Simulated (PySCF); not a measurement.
**Löwdin shares of the frontier orbitals**

Compound: GeH2MeCl, CH5ClGe.
Z-matrix (Å and degrees, PBE0-D3(BJ)/def2-SVP geometry), rows numbered from 1:
```
Ge
H   1  1.5379
H   1  1.5374  2  111.07
C   1  1.9397  2  112.53  3  -127.27
H   4  1.1003  1  110.25  2    61.68
H   4  1.0989  1  109.86  2   -58.42
H   4  1.0988  1  109.83  2  -178.18
Cl  1  2.1719  2  106.84  3   115.32
```

Level of theory: TDDFT B3LYP/def2-SVPD, vertical, gas phase, core orbitals frozen in the response in PySCF 2.14.0, density-fitted response routines. The B3LYP/def2-SVPD calculation is non-relativistic and has no spin–orbit coupling, an omission that weighs most on germanium.

Kohn–Sham orbitals with the atoms that hold most of them (Löwdin shares over 4%, at most four atoms; ? is withheld):

```tsv
orbital	ε (eV)	atoms
LUMO+2	0.37	Ge1 21%, C4 19%, H2 14%, H3 14%
LUMO+1	0.11	Ge1 42%, C4 14%, Cl8 14%, H3 8%
LUMO	-0.50	?
HOMO	-8.31	Cl8 66%, C4 14%, Ge1 12%
HOMO-1	-8.37	?
HOMO-2	-9.73	C4 29%, Cl8 28%, Ge1 23%, H7 4%
HOMO-3	-9.96	Ge1 31%, Cl8 21%, H3 18%, H2 15%
```

(1) Which atoms hold the LUMO, and with what shares?

(2) Which atoms hold the HOMO-1, and with what shares?

(3) The HOMO–LUMO gap is 7.81 eV. Where does the response calculation put the lowest singlet, and from which orbitals?

(4) One configuration dominates each of S1, S2, S3, S4 and S7. Which, and how do the shares of the two leading atoms of either orbital change from the occupied to the empty one?

Answers

(1) Ge1 (bonded to C, Cl and 2 H) 36%; Cl8 (bonded to Ge) 29%; H2 (bonded to Ge) 12%; H3 (bonded to Ge) 12%. By element: germanium 36%, chlorine 29%, hydrogen 23% or more.

(2) Cl8 (bonded to Ge) 72%; Ge1 (bonded to C, Cl and 2 H) 14%; H2 (bonded to Ge) 7%; H3 (bonded to Ge) 7%. By element: chlorine 72%, germanium 14%, hydrogen 14% or more.

(3) S1 is at 6.70 eV (f = 0.017), 1.10 eV below the gap, made of HOMO→LUMO (97%). 

(4) 
- S1 (6.70 eV, f 0.017), HOMO→LUMO (97%): Cl8 66% → 29%, C4 14% → at most 12%, Ge1 12% → 36%
- S2 (6.75 eV, f 0.020), HOMO-1→LUMO (96%): Cl8 72% → 29%, Ge1 14% → 36%
- S3 (7.51 eV, f 0.018), HOMO→LUMO+1 (95%): Cl8 66% → 14%, C4 14% → 14%, Ge1 12% → 42%
- S4 (7.55 eV, f 0.0009), HOMO-1→LUMO+1 (96%): Cl8 72% → 14%, Ge1 14% → 42%, C4 at most 2% → 14%
- S7 (8.18 eV, f 0.0052), HOMO-2→LUMO (86%): C4 29% → at most 12%, Cl8 28% → 29%, Ge1 23% → 36%
